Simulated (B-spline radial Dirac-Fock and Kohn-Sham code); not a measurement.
# Binding energies of Er in different valence configurations

Calculated with a B-spline atomic structure program, using Dirac-Fock energy differences between relaxed states, corrected for Breit and QED terms. Correlation energy is missing from these numbers.

Reference: the tabulated ground configuration [Xe] 4f12 6s2, with 3p3/2 1814.9 eV, 3d3/2 1451.9 eV, 3d5/2 1410.6 eV, 4p1/2 370.6 eV, 4p3/2 327.5 eV, 4d3/2 184.4 eV, Kα1 49124.8 eV, Kβ1 55667.5 eV, Lα1 6946.9 eV, Lβ2 8180.9 eV.

Shifts from the reference in eV.

```tsv
configuration	average energy	3p3/2	3d3/2	3d5/2	4p1/2	4p3/2	4d3/2	Kα1	Kβ1	Lα1	Lβ2
[Xe] 4f12 5d2	+5.62	-2.91	-2.90	-2.90	-2.95	-2.98	-2.95	+0.16	+0.12	-0.05	+0.01
[Xe] 4f11 5d1 6s2	+0.80	+9.82	+9.63	+9.66	+9.01	+8.80	+8.24	-0.70	-1.85	-0.99	+0.48
[Xe] 4f13 6s1	+8.43	-10.65	-10.47	-10.50	-10.19	-10.06	-9.56	+0.65	+1.59	+0.79	-0.17
[Xe] 4f11 6s2 6p1	+1.55	+13.75	+13.55	+13.58	+12.94	+12.74	+12.15	-0.82	-1.93	-0.94	+0.55
[Xe] 4f12 5d1 6s1	+2.59	-1.83	-1.82	-1.82	-1.84	-1.86	-1.84	+0.08	+0.05	-0.04	-0.01
[Xe] 4f14	+21.51	-17.20	-16.87	-16.96	-16.61	-16.42	-15.56	+1.14	+2.77	+1.39	+0.01
[Xe] 4f12 6s1 6p1	+1.81	+1.35	+1.35	+1.35	+1.36	+1.36	+1.35	-0.01	-0.01	0.00	0.00
[Xe] 4f10 5d2 6s2	+8.07	+20.42	+20.01	+20.08	+18.47	+18.00	+16.82	-1.50	-3.97	-2.13	+1.26
```
